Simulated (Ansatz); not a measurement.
## Worked example: the barrier

An elementary step of Si2H7ClO, singlet (Si₂H₆O ([SiH3][O][SiH3]) + HCl → Si₂H₅ClO ([SiH3][O][SiH2][Cl]) + H₂; bonds formed: Si1–Cl8, H2–H7; bonds broken: Si1–H2, H7–Cl8). “Start” is the structure reached by relaxing down from the saddle towards the reactants; PBE0-D4/def2-TZVP structures. The saddle:

```csv
atom,x (Å),y (Å),z (Å)
Si1,-0.7681,0.9295,-0.4626
H2,0.2906,2.0752,-1.1816
O3,-0.4884,-0.6506,-0.4097
Si4,0.3310,-1.7961,0.4746
H5,-1.4659,1.0785,-1.7659
H6,-1.5175,1.6460,0.5789
H7,0.7616,1.9202,-0.4373
Cl8,1.2364,1.2588,1.0934
H9,0.1254,-1.5944,1.9262
H10,1.7669,-1.7795,0.1215
H11,-0.2721,-3.0874,0.0624
```

Ansatz 0.2.0; basis: def2-TZVPP and def2-QZVPP; cores frozen in the correlated methods.

Energies in eV:

| quantity | saddle | start |
| --- | --- | --- |
| Hartree–Fock, triple zeta (X = 3) | -30378.42222 | -30380.53924 |
| Hartree–Fock, quadruple zeta (X = 4) | -30379.41212 | -30381.52057 |
| MP2 correlation, X = 3 | -19.63859 | -19.01194 |
| MP2 correlation, X = 4 | -21.29467 | -20.61079 |
| CCSD(T) correlation, X = 3 | -21.94315 | -21.41006 |

Task: Work out the barrier at the basis limit: extrapolate Hartree–Fock as E(X) = E∞ + A exp(−7.88 √X) and the MP2 correlation as E(X) = E∞ + B X^−2.97 (the exponents that Neese and Valeev fitted for def2-TZVPP and QZVPP), then add CCSD(T) − MP2 in triple zeta.

Result: Each step is linear, so take the differences first (saddle − start): Hartree–Fock 2.11702 (X = 3) and 2.10845 (X = 4); MP2 correlation -0.62665 and -0.68388; CCSD(T) correlation -0.53309.
Two points give E∞ = E(4) + w [E(4) − E(3)], with w = 1/(exp(7.88 (2 − √3)) − 1) = 0.1377 for Hartree–Fock and w = 1/((4/3)^2.97 − 1) = 0.7407 for the correlation.
Hartree–Fock: 2.10845 + 0.1377 × (-0.00857) = 2.1073 eV.
MP2 correlation: -0.68388 + 0.7407 × (-0.05723) = -0.7263 eV.
CCSD(T) − MP2: -0.53309 − (-0.62665) = 0.0936 eV.
Sum: 2.1073 + (-0.7263) + 0.0936 = 1.4746 eV, or 34.01 kcal/mol. Plain CCSD(T) in triple zeta gives 1.5839 eV, so the larger basis shifts the result by -0.1093 eV.

No T1 diagnostic of these runs exceeds 0.013.

Labels in which every atom is bracketed show which atoms are joined, not bond orders.

For scale, one of the runs: CCSD(T)/def2-TZVPP, 255 basis functions, launched by `ansatz run in.yaml --threads 4 --pin off --events-out ev --progress --plain --max-ram 9574MiB`. Time: 3.1 min of wall clock on 4 CPU threads of an AMD EPYC; the host was shared. Peak host memory: 5.2 GiB.
